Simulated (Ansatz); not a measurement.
Mulliken charges of CH$_{3}$CuF$_{3}$PS, SMILES `C[S][Cu-][P+](F)(F)F` from PBE/def2-TZVPP in Ansatz (PBE0-D4/def2-TZVP geometry).

| atom | x (Å) | y (Å) | z (Å) | charge (e) |
| --- | --- | --- | --- | --- |
| C1 | 0.797 | -1.922 | 1.522 | -0.269 |
| S2 | 1.796 | -0.977 | 0.324 | -0.287 |
| Cu3 | 0.438 | 0.428 | -0.518 | -0.244 |
| P4 | -0.874 | 1.855 | -1.428 | 0.942 |
| F5 | -0.579 | 2.295 | -2.883 | -0.164 |
| F6 | -1.046 | 3.250 | -0.774 | -0.165 |
| F7 | -2.367 | 1.463 | -1.568 | -0.165 |
| H8 | 1.459 | -2.656 | 1.983 | 0.118 |
| H9 | 0.395 | -1.282 | 2.306 | 0.117 |
| H10 | -0.019 | -2.454 | 1.035 | 0.117 |

Problem. By hand: the dipole of these point charges (1 e Å = 4.8032 D).

Solution. Σ q r = (-0.786, 0.536, -0.237) e Å, of length 0.980 e Å = 4.71 D.

Problem. How does the dipole of the full density compare? (Best estimate.)

Solution. Computed: (-0.569, 0.334, -0.118) e Å, 3.22 D; the point charges give 1.46 times that, at 5° from its direction.

Point charges leave out the atoms' own dipoles, such as those of lone pairs, and Mulliken's split depends on the basis, so the two needn't agree.
